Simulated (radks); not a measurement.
The numbers below are computed, except where a source is named.
Orbital eigenvalues (eV) of neutral tellurium, [Kr] 4d10 5s2 5p4, at several levels of relativity; Dirac values are averaged over j with weights 2j + 1. Spin-unpolarised spherical Kohn-Sham, PBE, point nucleus unless stated (finite: rms radius 4.7423 fm), a radial shooting solver on a logarithmic mesh with Libxc functionals. A level marked "c x" has the speed of light scaled by that factor and shares open shells by 2j + 1; other Dirac levels either fill j = l - 1/2 first or share by 2j + 1.

shell,non-rel.,"scalar-rel., finite nucleus","Dirac, low j first","Dirac, 2j+1 shares, finite nucleus","change of magnitude, last against first (%)"
1s,-30396,-31627,-31607,-31604,+3.98
2s,-4548.7,-4850.1,-4845.1,-4845.0,+6.51
2p,-4268.4,-4354.0,-4356.3,-4356.5,+2.06
3s,-902.86,-965.18,-964.07,-964.21,+6.79
3p,-785.72,-803.92,-804.28,-804.47,+2.39
3d,-568.19,-560.06,-559.19,-559.38,-1.55
4s,-152.10,-164.38,-164.05,-164.22,+7.97
4p,-111.79,-114.41,-114.39,-114.57,+2.49
4d,-43.714,-41.654,-41.423,-41.606,-4.82
5s,-13.957,-15.107,-14.977,-15.091,+8.12
5p,-6.0182,-5.9535,-5.8840,-5.9718,-0.77
